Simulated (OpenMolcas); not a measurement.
# Pt4+: moving or changing the point charges

Pt4+ among 6 point charges of -1.7 e arranged as a tetragonal octahedron (D4h), 2.08 Å from the ion, with the axial distance 1.997 Å.
```
   2.0800    0.0000    0.0000  -1.70
   0.0000    2.0800    0.0000  -1.70
  -2.0800    0.0000    0.0000  -1.70
   0.0000   -2.0800    0.0000  -1.70
   0.0000    0.0000    1.9968  -1.70
   0.0000    0.0000   -1.9968  -1.70
```

```
Program             : OpenMolcas
Method              : CASSCF
Basis               : ANO-RCC-VTZP [8s7p5d3f1g]
Scalar Hamiltonian  : DKH2, point nucleus
Active space        : 6 electrons in 5 orbitals (5d)
State averaging     : 2S+1 = 5 even, 5 roots; 2S+1 = 3 even, 45 roots; 2S+1 = 1 even, 50 roots
Spin-orbit coupling : state interaction with AMFI integrals over the reference wave functions
```

Runs around this geometry, states (labels of D4, the rotations of D4h). Energies in cm-1 above the lowest state or level, χT in cm3 K/mol.

```json
{"R (Å)": "2.08", "q (e)": "-0.85", "Axial / equatorial distance": "0.96", "Ground state": "5B2", "First state of that spin": "5E 459.1", "First gap with spin-orbit (degeneracies)": "21.6 (1, 2)", "χT at 300 K": "4.950", "First state of another spin": "3A2 17932"}
{"R (Å)": "1.95", "q (e)": "-1.7", "Axial / equatorial distance": "0.96", "Ground state": "5B2", "First state of that spin": "5E 1061", "First gap with spin-orbit (degeneracies)": "411.8 (1, 1)", "χT at 300 K": "3.307", "First state of another spin": "3A2 13475"}
{"R (Å)": "2.08", "q (e)": "-1.7", "Axial / equatorial distance": "0.96", "Ground state": "5B2", "First state of that spin": "5E 925.9", "First gap with spin-orbit (degeneracies)": "243.1 (1, 1)", "χT at 300 K": "4.261", "First state of another spin": "3A2 15541"}
{"R (Å)": "2.2", "q (e)": "-1.7", "Axial / equatorial distance": "0.96", "Ground state": "5B2", "First state of that spin": "5E 815.9", "First gap with spin-orbit (degeneracies)": "154.5 (1, 1)", "χT at 300 K": "4.654", "First state of another spin": "3A2 16817"}
{"R (Å)": "2.08", "q (e)": "-1.7", "Axial / equatorial distance": "1.04", "Ground state": "5E", "First state of that spin": "5B2 818.5", "First gap with spin-orbit (degeneracies)": "45.7 (1, 1)", "χT at 300 K": "4.614", "First state of another spin": "3E 15946"}
```

Taking the first state of the same spin as R^-n, n = -ln(815.9 / 1061) / ln(2.2 / 1.95) = 2.2 between the shortest and longest distance.

Scaling the charges by -0.85 / -1.7 = 0.50 scales the first state of the same spin by 459.1 / 925.9 = 0.50; with fixed orbitals a first-order splitting would follow the charge.

The ground state changes within this set.

Without dynamic correlation the repulsion within the d shell is too large (B by tens of per cent), so at a given field states of lower spin stand too high. Point charges give a weaker field than real ligands, and real ions of this kind are as a rule low spin; the high spin found here belongs to the model. Spin-orbit coupling mixes the spin-free states strongly: the lowest level takes only 54 % from its leading state, 5B2 (figures for R = 2.08, q = -0.85, ratio = 0.96; the like holds for R = 1.95, q = -1.7, ratio = 0.96, R = 2.08, q = -1.7, ratio = 0.96, R = 2.2, q = -1.7, ratio = 0.96, R = 2.08, q = -1.7, ratio = 1.04). The ground term spreads over less than 5000 cm-1, several times less than with real ligands, so orbital moments are less quenched and χT lies further from the spin-only value than at real sites (holds for R = 2.08, q = -0.85, ratio = 0.96). This shell can be high or low spin here, a state of another spin lies low, and with metal d orbitals alone active their balance is uncertain, so the ground spin may be wrong (holds for R = 1.95, q = -1.7, ratio = 0.96). An orbital doublet at a regular site is open to a Jahn-Teller distortion, which this geometry leaves out (holds for R = 2.08, q = -1.7, ratio = 1.04). This is an electrostatic model: the charges have no orbitals. No measured value stands beside these numbers.
